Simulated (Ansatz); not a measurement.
CH$_{4}$FNSe (`NC(F)[SeH]`). The species carries charge 0 and has multiplicity 1.

```xyz
8

N    -0.1670   -0.3563   -1.2307
C    -0.3699   -0.0051    0.1120
F    -0.9182   -1.0560    0.8009
Se    1.3228    0.5006    1.0223
H    -0.2033    0.4292   -1.8609
H     0.6537   -0.9231   -1.3930
H    -1.0588    0.8364    0.1806
H     0.7407    0.5744    2.3689
```

Question: What are the harmonic wavenumbers in cm⁻¹ at PBE0-D4/def2-TZVP (Ansatz, finite differences of forces, unscaled)? (An estimate is asked.)

Answer: Computed: 151, 245, 270, 317, 534, 626, 689, 759, 996, 1154, 1200, 1297, 1417, 1649, 2440, 3123, 3566, 3674.

Question: Is this a minimum?

Answer: Yes, all 18 modes are real.

Question: Give the ideal-gas thermochemistry at 298.15 K and 1 bar (rigid rotor, harmonic oscillator; point group C1, symmetry number 1).

Answer: Zero-point energy 144.2 kJ/mol; H(298) − E = 161.0 kJ/mol; entropy 316.9 J/(mol·K), of which translation 169.4, rotation 109.3, vibration 38.2; G(298) − E = 66.6 kJ/mol.

Question: And at 400, 500, 600, 800 and 1000 K?

Answer: 
```json
{"T (K)": "400", "H − E (kJ/mol)": "170.2", "S (J/mol/K)": "343.3", "G − E (kJ/mol)": "32.9"}
{"T (K)": "500", "H − E (kJ/mol)": "180.6", "S (J/mol/K)": "366.3", "G − E (kJ/mol)": "-2.6"}
{"T (K)": "600", "H − E (kJ/mol)": "191.9", "S (J/mol/K)": "387.0", "G − E (kJ/mol)": "-40.3"}
{"T (K)": "800", "H − E (kJ/mol)": "217.1", "S (J/mol/K)": "423.0", "G − E (kJ/mol)": "-121.4"}
{"T (K)": "1000", "H − E (kJ/mol)": "244.6", "S (J/mol/K)": "453.7", "G − E (kJ/mol)": "-209.1"}
```
